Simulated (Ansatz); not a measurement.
Ideal-gas functions of Cl3HSeSi, SMILES `Cl[Si](Cl)(Cl)[SeH]` at 298.15 K and 1 bar, from an Ansatz frequency run at PBE0-D4/def2-TZVP.

Molar mass 214.41 g/mol, point group Cs (symmetry number 1), electronic degeneracy 1, moments of inertia 387.471, 597.216, 604.973 u Å². Harmonic wavenumbers (cm⁻¹, unscaled): 104, 118, 180, 181, 191, 198, 353, 549, 589, 598, 686, 2437.

Use S(trans) = R[1.5 ln M + 2.5 ln T − 1.1517]; rotational temperatures θ = 24.2544 K / I; S(rot) = R[ln(√π/σ · √(T³/θAθBθC)) + 1.5]; for each mode x = 1.438777 ν̃/T, S = R[x/(eˣ − 1) − ln(1 − e⁻ˣ)] and H = RT x/(eˣ − 1); 1 cm⁻¹ = 0.0119627 kJ/mol; R = 8.31446 J/(mol·K).

Problem. By hand: the entropy, in J/(mol·K).

Solution. Translation 175.8. Rotation: θ = 0.0626, 0.0406, 0.0401 K, giving 126.5. Vibration, mode by mode: 14.13, 13.11, 9.74, 9.70, 9.28, 9.00, 4.82, 2.29, 1.96, 1.90, 1.35, 0.00, in all 77.3. Electronic 0.0. Sum 379.6 J/(mol·K).

Problem. By hand: H − E and G − E in kJ/mol, counted from the electronic energy.

Solution. Zero-point energy ½ × 6184 × 0.0119627 = 37.0; thermal vibration 12.5; translation, rotation and pV give 4 RT = 9.9. H − E = 59.4 kJ/mol, and G − E = 59.4 − 298.15 × 379.6/1000 = -53.8 kJ/mol.

Vibration gives 20 % of the entropy, 27.2 J/(mol·K) of it from the modes under 150 cm⁻¹: soft modes count most, and the harmonic formula is weakest for them. The sum counts one conformer and one mirror image; others add a mixing term.
